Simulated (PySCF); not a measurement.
A calculation to check before its numbers are used.

A TDDFT job on [VO4]3-, SMILES `[O]=[V]([O-])([O-])[O-]` (charge -3 and singlet state). Theory: TDDFT CAM-B3LYP/def2-SVPD, vertical, gas phase, core orbitals frozen in the response in PySCF.

Driver input (Å, GFN2-xTB geometry):

```
{"job": {"kind": "uv", "xc": "CAM-B3LYP", "basis": "def2-SVPD", "nstates": 8, "ntriplets": 3}, "charge": -3, "multiplicity": 1}
O      0.1430    -0.2864     1.6546
V      0.0017     0.0006    -0.0034
O     -0.5005     1.5929    -0.2584
O      1.4984    -0.2436    -0.7464
O     -1.1340    -1.0607    -0.6635
```

Output:

```
coarse grid: 28280 points
cycle   1  E = -1243.5260159221  dE =  4.655e-01  |g| = 1.912e+00  |ddm| = 4.089e+00
cycle   2  E = -1233.2906238395  dE =  1.024e+01  |g| = 6.317e+00  |ddm| = 1.284e+02
cycle   3  E = -1244.2352377282  dE = -1.094e+01  |g| = 4.787e-01  |ddm| = 1.281e+02
cycle   4  E = -1244.2661852782  dE = -3.095e-02  |g| = 3.212e-01  |ddm| = 6.657e-01
cycle   5  E = -1244.2910674802  dE = -2.488e-02  |g| = 1.038e-01  |ddm| = 1.005e+00
cycle   6  E = -1244.2934319911  dE = -2.365e-03  |g| = 1.664e-02  |ddm| = 9.615e-02
cycle   7  E = -1244.2934832642  dE = -5.127e-05  |g| = 3.224e-03  |ddm| = 4.367e-02
cycle   8  E = -1244.2934863944  dE = -3.130e-06  |g| = 1.152e-03  |ddm| = 2.541e-02
final grid: 58128 points
cycle   9  E = -1244.2935170271  dE =  8.432e-07  |g| = 2.600e-03  |ddm| = 6.392e-03
cycle  10  E = -1244.2935111404  dE =  5.887e-06  |g| = 6.116e-03  |ddm| = 9.759e-03
cycle  11  E = -1244.2935183375  dE = -7.197e-06  |g| = 5.214e-04  |ddm| = 5.631e-03
cycle  12  E = -1244.2935183837  dE = -4.623e-08  |g| = 1.100e-04  |ddm| = 3.827e-04
cycle  13  E = -1244.2935183879  dE = -4.169e-09  |g| = 5.490e-05  |ddm| = 4.957e-04
cycle  14  E = -1244.2935183901  dE = -2.225e-09  |g| = 3.310e-06  |ddm| = 1.148e-03
cycle  15  E = -1244.2935183901  dE = -5.912e-12  |g| = 1.196e-06  |ddm| = 5.659e-05
converged SCF energy = -1244.2935183901

Static polarisability (au): isotropic 100.632, principal 100.625 100.634 100.638

Singlet excitations
state   eV       nm        f      main configurations
  1   1.8227    680.2   0.00000   H->L 0.87
  2   1.8229    680.1   0.00000   H-1->L 0.86
  3   1.8230    680.1   0.00000   H-2->L 0.86
  4   2.3393    530.0   0.00647   H-1->L+2 0.27, H-2->L+1 0.20, H->L+1 0.18
  5   2.3394    530.0   0.00646   H-1->L+3 0.30, H-2->L+1 0.24, H->L+1 0.14
  6   2.3396    529.9   0.00645   H-2->L+3 0.33, H->L+2 0.23, H-1->L+2 0.11
  7   2.3797    521.0   0.00000   H-2->L+1 0.31, H->L+2 0.28, H-2->L+3 0.13
  8   2.3798    521.0   0.00000   H-1->L+3 0.31, H->L+1 0.21, H-2->L+2 0.17

Triplet excitations (Tamm-Dancoff, eV): 1.7837 1.7839 1.7840
```

The SCF starts on a coarse grid; the energy jumps when the final grid takes over, and dE counts afresh there.

Frontier levels of this run: HOMO 6.98 eV, LUMO 11.28 eV.

**Question.** Which diagnosis fits best?
A. SCF not converged
B. outermost orbital of the anion above zero energy, confined by the basis
C. response equations not converged
D. unstable closed-shell reference

**Answer.** B. The HOMO energy is +6.98 eV. With an occupied level above zero, a larger and more diffuse basis would let charge leak away from the ion at this level of theory; the finite basis confines it.

**Question.** What would you do next?

**Answer.** Treat the excitation energies and the polarisability as basis-dependent; try a long-range-corrected functional, a counter-ion or a solvent model.
